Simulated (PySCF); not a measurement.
Saddle point of SiH4BrOF, singlet (SiH₃BrO ([OH][SiH2][Br]) + HF → SiH₃OF ([OH][SiH2][F]) + HBr; bonds formed: Si1–F7, Br2–H6; bonds broken: Si1–Br2, H6–F7), PBE0-D4/def2-TZVP structure:

Si1  (-0.392, -0.362, -0.125)
Br2  (2.061, -1.258, -0.333)
H3  (-0.628, -1.161, -1.336)
H4  (-0.571, -1.001, 1.187)
O5  (-1.470, 0.836, -0.413)
H6  (1.674, 0.369, 0.331)
F7  (0.850, 1.003, 0.492)
H8  (-1.525, 1.574, 0.197)
(Å)

Energies are electronic, without zero-point energy. Barriers and step energies count from the start structure reached by relaxing down the imaginary mode; all methods use the PBE0-D4 structures, on which another method's saddle can fall below an end. Computed with PySCF 2.14 with density fitting (its default auxiliary sets; JK sets also for MP2 and CCSD(T)) (basis: def2-TZVPP, with def2-QZVPP for the basis limit); correlated methods freeze the cores. Filled d shells of the heavier atoms are correlated. The def2 sets are not built for correlating such inner shells, so the correlated values are less sure here. B3LYP uses VWN-RPA correlation. Extrapolation: Hartree–Fock as exp(−7.88 √X), correlation as X^−2.97.

```
   method  barrier (eV)  step energy (eV)
    SPW92         0.788            -0.125
   PBE-D4         1.026            -0.188
r2SCAN-D4         1.090            -0.294
  PBE0-D4             ?            -0.220
 B3LYP-D4         1.217            -0.350
 BHLYP-D4             ?            -0.387
  wB97M-V             ?            -0.316
       HF         1.712            -0.579
      MP2         1.268            -0.322
     CCSD         1.378            -0.417
  CCSD(T)         1.302            -0.378
```

Problem. Fill in the withheld barriers. (Judge from chemistry; the value comes from the calculation.)

Solution. By the calculation: wB97M-V 1.176; BHLYP-D4 1.368; PBE0-D4 1.170 eV. Each is the energy of the saddle less that of the start structure, by the same method.

For comparison, the barrier by CCSD(T) at an estimated basis limit (MP2 extrapolated from triple and quadruple zeta, plus CCSD(T) − MP2 in triple zeta) is 1.289 eV.

The T1 diagnostic stays at or below 0.011.

Labels in which every atom is bracketed show which atoms are joined, not bond orders.

For scale, one of the runs: CCSD(T)/def2-TZVPP, 208 basis functions, launched by `OMP_NUM_THREADS=4 python run.py`. Hardware: 4 CPU threads of an Arm Neoverse V2, shared host. Wall time 14 min; peak host memory 3.8 GiB.
